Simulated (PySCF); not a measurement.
# B+ (boron, charge +1) across methods

[He] 2p2, high-spin 3P determinant (an excited configuration). Calculation: PySCF 2.14, in dyall-av2z (11s7p2d, 42 functions); the non-relativistic Hamiltonian (point nucleus).

```tsv
method	E (hartree)	mean ε 1s α (eV)	mean ε 1s β (eV)	mean ε 2p α (eV)	Σ⟨r²⟩ (bohr²)	⟨S²⟩
PBEsol	-23.7959	-192.71	-191.88	-14.558	8.287	2.000
UHF	-23.83483	-222.74	-221.84	-18.992	8.450	2.000
PBE	-23.9249	-193.83	-192.96	-14.672	8.267	2.000
PBE0	-23.9186	-201.24	-200.35	-15.855	8.278	2.000
BHandHLYP	-23.9351	-208.91	-208.14	-16.790	8.278	2.000
r2SCAN	-23.9434	-196.99	-196.17	-14.935	8.214	2.000
LC-wPBE	-23.9195	-199.68	-198.82	-18.722	8.122	2.000
LDA	-23.6714	-191.85	-190.97	-14.578	8.306	2.000
TPSSh	-23.9593	-198.71	-197.83	-15.151	8.243	2.000
```
